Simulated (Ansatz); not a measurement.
Basis-set series for BClFH$_{3}$Si (`B[SiH](F)Cl`). The species carries charge 0 and has multiplicity 1. The geometry is a stationary point of PBE0-D4/def2-TZVP.

| functional | basis | functions | energy (Eh) | HOMO (eV) | LUMO (eV) |
| --- | --- | --- | --- | --- | --- |
| PBE0-D4 | def2-TZVPP | 188 | -875.93667 | -8.51 | -2.90 |
| PBE0-D4 | def2-QZVPP | 344 | -875.96758 | -8.53 | -2.92 |
| ωB97M-V | def2-TZVPP | 188 | -876.25608 | -10.67 | -0.91 |
| ωB97M-V | def2-QZVPP | 344 | -876.28517 | -10.69 | -0.96 |

Give the rows for def2-SVP. (Estimate.)

Computed: 
| functional | basis | functions | energy (Eh) | HOMO (eV) | LUMO (eV) |
| --- | --- | --- | --- | --- | --- |
| PBE0-D4 | def2-SVP | 79 | -875.51320 | -8.44 | -2.84 |
| ωB97M-V | def2-SVP | 79 | -875.82903 | -10.55 | -0.75 |
